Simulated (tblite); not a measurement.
Compound: C5H9NO2Si.
Bonds: C1–C2, C2–C3, C3–N4 (aromatic), N4–O5 (aromatic), O5–C6 (aromatic), C6–C7 (aromatic), C7–O8, O8–Si9, C3–C7 (aromatic). Hydrogens: H10, H11, H12 on C1; H13, H14 on C2; H15 on C6; H16, H17, H18 on Si9.

Computed with GFN2-xTB (tblite), gas phase: L-BFGS steps from a force-field or distance-geometry start until the largest atomic force falls under 0.01 eV/Å.

Step 102: E = -764.6324 eV
```
atom  x, y, z in Å  |  force x, y, z in eV/Å
C1     -2.1515   -0.7900    0.5272   -0.043  -0.009   0.015
C2     -1.8909   -0.3142   -0.9157   -0.043   0.005  -0.005
C3     -0.8037    0.7011   -0.9698    0.106  -0.036  -0.086
N4     -1.0038    1.9381   -1.3347   -0.004   0.023   0.004
O5      0.1734    2.6002   -1.2603   -0.104  -0.002   0.065
C6      1.1264    1.7601   -0.8278   -0.014  -0.037  -0.147
C7      0.5804    0.5203   -0.6461   -0.061   0.104   0.152
O8      1.1398   -0.6224   -0.2451    0.195  -0.040  -0.073
Si9     2.6643   -0.9648    0.2338    0.025  -0.076   0.143
H10    -3.2222   -0.7945    0.7359    0.144  -0.089  -0.041
H11    -1.6833   -0.1148    1.2437   -0.026  -0.065  -0.054
H12    -1.7563   -1.7947    0.6928   -0.041   0.212  -0.022
H13    -1.6095   -1.1645   -1.5457   -0.031   0.085   0.066
H14    -2.7883    0.1454   -1.3364    0.083  -0.027   0.036
H15     2.1178    2.1550   -0.7271   -0.029  -0.070   0.023
H16     2.5268   -2.4205    0.2371    0.055   0.169   0.031
H17     3.6933   -0.4720   -0.7037   -0.224  -0.052   0.135
H18     2.8786   -0.3615    1.5654    0.013  -0.096  -0.242
```

Step 103: E = -764.6395 eV
```
atom  x, y, z in Å  |  force x, y, z in eV/Å
C1     -2.1848   -0.7829    0.5130   -0.007   0.024   0.006
C2     -1.8763   -0.3293   -0.9252    0.000   0.024   0.003
C3     -0.7976    0.6944   -0.9582    0.056  -0.018  -0.049
N4     -1.0042    1.9313   -1.3193   -0.013   0.010   0.001
O5      0.1649    2.6028   -1.2248   -0.050   0.005   0.039
C6      1.1198    1.7669   -0.7885   -0.012  -0.016  -0.082
C7      0.5805    0.5244   -0.6095   -0.020   0.052   0.080
O8      1.1458   -0.6159   -0.2066    0.041  -0.022  -0.071
Si9     2.6826   -0.9629    0.2143   -0.051  -0.067   0.056
H10    -3.2534   -0.7373    0.7033   -0.001  -0.057  -0.005
H11    -1.6948   -0.1354    1.2367    0.002   0.000  -0.012
H12    -1.8448   -1.8008    0.6851    0.021   0.038   0.009
H13    -1.5636   -1.1859   -1.5256    0.001   0.015   0.001
H14    -2.7593    0.1111   -1.3865   -0.003   0.018  -0.003
H15     2.1069    2.1647   -0.6684   -0.006  -0.039   0.014
H16     2.5371   -2.4041    0.3173    0.009  -0.018   0.020
H17     3.6370   -0.5407   -0.8084   -0.005   0.026  -0.041
H18     2.9953   -0.2941    1.4749    0.039   0.025   0.034
```

Step 104: E = -764.6408 eV
```
atom  x, y, z in Å  |  force x, y, z in eV/Å
C1     -2.1780   -0.7835    0.5149   -0.007   0.019   0.010
C2     -1.8786   -0.3265   -0.9241   -0.005   0.024   0.006
C3     -0.7979    0.6952   -0.9617    0.045  -0.012  -0.031
N4     -1.0054    1.9333   -1.3183   -0.012   0.004  -0.011
O5      0.1648    2.6036   -1.2279   -0.050   0.008   0.042
C6      1.1208    1.7665   -0.7963   -0.011  -0.015  -0.084
C7      0.5810    0.5240   -0.6172   -0.021   0.047   0.074
O8      1.1460   -0.6175   -0.2174    0.048  -0.022  -0.071
Si9     2.6784   -0.9642    0.2190   -0.048  -0.061   0.047
H10    -3.2469   -0.7532    0.7083    0.007  -0.057  -0.016
H11    -1.6961   -0.1278    1.2369    0.002  -0.004  -0.012
H12    -1.8235   -1.7966    0.6868    0.025   0.046   0.013
H13    -1.5726   -1.1823   -1.5297   -0.003   0.021   0.005
H14    -2.7646    0.1175   -1.3761    0.001   0.020  -0.010
H15     2.1088    2.1635   -0.6805   -0.009  -0.041   0.017
H16     2.5347   -2.4060    0.3062    0.007  -0.031   0.025
H17     3.6465   -0.5343   -0.7878   -0.009   0.030  -0.039
H18     2.9737   -0.3053    1.4886    0.039   0.026   0.037
```

Step 105: E = -764.6452 eV
```
atom  x, y, z in Å  |  force x, y, z in eV/Å
C1     -2.1288   -0.7876    0.5290   -0.052  -0.074   0.092
C2     -1.8922   -0.3081   -0.9159   -0.070  -0.002   0.033
C3     -0.8004    0.7027   -0.9854   -0.035   0.027   0.075
N4     -1.0130    1.9481   -1.3154    0.022  -0.050  -0.076
O5      0.1633    2.6100   -1.2527   -0.042   0.023   0.067
C6      1.1268    1.7654   -0.8516   -0.017  -0.005  -0.106
C7      0.5844    0.5244   -0.6698   -0.035   0.015   0.044
O8      1.1460   -0.6248   -0.2899    0.190  -0.019  -0.040
Si9     2.6470   -0.9755    0.2513    0.004  -0.023   0.017
H10    -3.1995   -0.8642    0.7432    0.250  -0.040  -0.109
H11    -1.7044   -0.0748    1.2387   -0.050  -0.122  -0.069
H12    -1.6728   -1.7672    0.6996   -0.039   0.270  -0.002
H13    -1.6312   -1.1575   -1.5551   -0.039   0.083   0.058
H14    -2.7988    0.1586   -1.3052    0.081   0.002  -0.029
H15     2.1200    2.1591   -0.7649   -0.038  -0.060   0.035
H16     2.5118   -2.4233    0.2240    0.022   0.015   0.053
H17     3.7099   -0.4896   -0.6436   -0.163   0.000   0.079
H18     2.8231   -0.3894    1.5872    0.012  -0.039  -0.122
```

Q: Estimate the geometry and energy of step 106. (The exact step hangs on the optimiser's Hessian estimate; all steps are aligned on step 105, rigid shifts and turns removed.)

A: E = -764.6487 eV, largest force 0.102 eV/Å
```
atom  x, y, z in Å  |  force x, y, z in eV/Å
C1     -2.1424   -0.7853    0.5236   -0.009   0.000   0.034
C2     -1.8857   -0.3144   -0.9195   -0.041   0.015   0.045
C3     -0.7980    0.7000   -0.9797   -0.027   0.015   0.073
N4     -1.0121    1.9439   -1.3123   -0.007  -0.022  -0.070
O5      0.1605    2.6105   -1.2403   -0.027   0.023   0.045
C6      1.1242    1.7682   -0.8361   -0.012  -0.015  -0.064
C7      0.5845    0.5264   -0.6536   -0.015  -0.002   0.017
O8      1.1485   -0.6217   -0.2725    0.067  -0.005  -0.055
Si9     2.6538   -0.9752    0.2439    0.008  -0.037  -0.010
H10    -3.2099   -0.8365    0.7300    0.054  -0.045  -0.072
H11    -1.7072   -0.0872    1.2366   -0.002  -0.036  -0.016
H12    -1.7140   -1.7701    0.6966    0.048   0.087   0.024
H13    -1.6114   -1.1665   -1.5461   -0.020   0.041   0.016
H14    -2.7859    0.1445   -1.3264    0.021   0.029  -0.051
H15     2.1155    2.1627   -0.7393   -0.018  -0.042   0.029
H16     2.5159   -2.4198    0.2542    0.004  -0.045   0.048
H17     3.6829   -0.5110   -0.6891   -0.046   0.031   0.003
H18     2.8717   -0.3623    1.5534    0.021   0.007   0.006
```

The energy changes by -0.0035 eV. The first-order estimate −F·Δx gives -0.0075 eV and the mean of the old and new forces, exact on a quadratic surface, -0.0037 eV. The step makes an angle of 84° with the force vector and moves no atom by more than 0.065 Å.

The cost below is that of the whole relaxation. Hardware: Arm Neoverse N1, one thread, on a shared host. Cost: 2.2 s.
